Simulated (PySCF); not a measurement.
BH2(iBu), C4H11B.
SMILES: `[H]B([H])CC(C)C`

The closed-shell ground state was solved at several levels (PySCF, density fitting, gas phase, non-relativistic). Isolated species at its PBE0-D3(BJ)/def2-SVP geometry (one conformer only).

```tsv
level	basis functions	total energy (Eh)	HOMO (eV)	LUMO (eV)	gap (eV)	dipole (D)
B3LYP/pcJ-1	245	-183.9024	-8.30	-1.45	6.85	0.74
wB97X-D/pcSseg-1	140	-183.7959	-10.39	0.72	11.11	0.68
PBE0/pcSseg-1	140	-183.6116	-8.48	-1.21	7.27	0.73
```

(1) What might CAM-B3LYP/def2-SVPD (188 basis functions) give for the same quantities?

(2) Over all these levels, which gives the widest orbital gap and which the narrowest?

(3) How far do the dipole and the HOMO energy spread over the levels?

Answers

(1) Total energy -183.6299 Eh, HOMO -9.90 eV, LUMO -0.12 eV, gap 9.78 eV, dipole 0.76 D.

(2) wB97X-D/pcSseg-1 (range-separated hybrid) has the widest, 11.11 eV, and B3LYP/pcJ-1 (global hybrid, 20 % exact exchange) the narrowest, 6.85 eV. Functional and basis both differ between the two, so the spread mixes both effects.

(3) The dipole runs from 0.68 to 0.76 D (mean 0.73 D) and the HOMO from -10.39 to -8.30 eV.

Note: wB97X-D ran without an empirical dispersion term, which enters the total energy and its gradient alone.
